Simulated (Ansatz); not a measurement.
```yaml
atoms:
  - { symbol: S, position_ang: [0.0065, 0.0125, 0.0081] }
  - { symbol: F, position_ang: [0.1047, 1.5571, 0.0204] }
  - { symbol: F, position_ang: [-0.0915, -1.5322, -0.0037] }
  - { symbol: F, position_ang: [1.4120, -0.0717, -0.6347] }
  - { symbol: F, position_ang: [-1.3989, 0.0966, 0.6514] }
  - { symbol: F, position_ang: [-0.6348, 0.0645, -1.3999] }
  - { symbol: F, position_ang: [0.6473, -0.0392, 1.4163] }
```

Basis set: def2-SVP (spherical functions). Left uncorrelated: 11 orbitals. Charge 0, multiplicity 3.

Computed with Ansatz (development build ahead of 0.2.0); each method stands on the lowest determinant of its kind that the runs found.

(1) Give the atomization energy at this shape (free ground-state atoms in the same class of orbitals less the molecule, no zero-point energy) of triplet SF6 by UHF-MP2, UHF.

## Answers

(1)

```tsv
method	atomization energy
UHF-MP2	6.22 eV
UHF	-2.60 eV
```

Caution: another spin multiplicity may lie lower; the determinant breaks the point group; the shape is not the minimum. Caution for UHF-MP2: MP2 forces lie far from those of the mean fields. Caution for UHF: the molecule lies well above its atoms at this level.
